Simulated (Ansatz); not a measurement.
AlH5N2S, SMILES `[NH2][Al]([NH2])[SH]`. Charge 0, multiplicity 1.

| atom | x (Å) | y (Å) | z (Å) |
| --- | --- | --- | --- |
| N1 | -0.031 | -0.924 | -1.254 |
| Al2 | -0.105 | 0.068 | 0.204 |
| N3 | 1.295 | 0.973 | 0.781 |
| S4 | -1.955 | 0.211 | 1.367 |
| H5 | -0.753 | -1.556 | -1.557 |
| H6 | 0.748 | -0.957 | -1.891 |
| H7 | 1.266 | 1.637 | 1.537 |
| H8 | 2.230 | 0.897 | 0.419 |
| H9 | -2.694 | -0.349 | 0.394 |

**Question.** What are the harmonic wavenumbers in cm⁻¹ at PBE0-D4/def2-TZVP (Ansatz, finite differences of forces, unscaled)? (Estimate.)

**Answer.** Ansatz gave: 109, 155, 188, 237, 258, 317, 332, 348, 451, 587, 660, 685, 796, 896, 1563, 1572, 2715, 3619, 3620, 3709, 3709.

**Question.** Is this a minimum?

**Answer.** Yes, all 21 modes are real.

**Question.** Give the ideal-gas thermochemistry at 298.15 K and 1 bar (rigid rotor, harmonic oscillator; point group C1, symmetry number 1).

**Answer.** Zero-point energy 158.7 kJ/mol; H(298) − E = 181.4 kJ/mol; entropy 350.7 J/(mol·K), of which translation 165.3, rotation 111.3, vibration 74.1; G(298) − E = 76.8 kJ/mol.
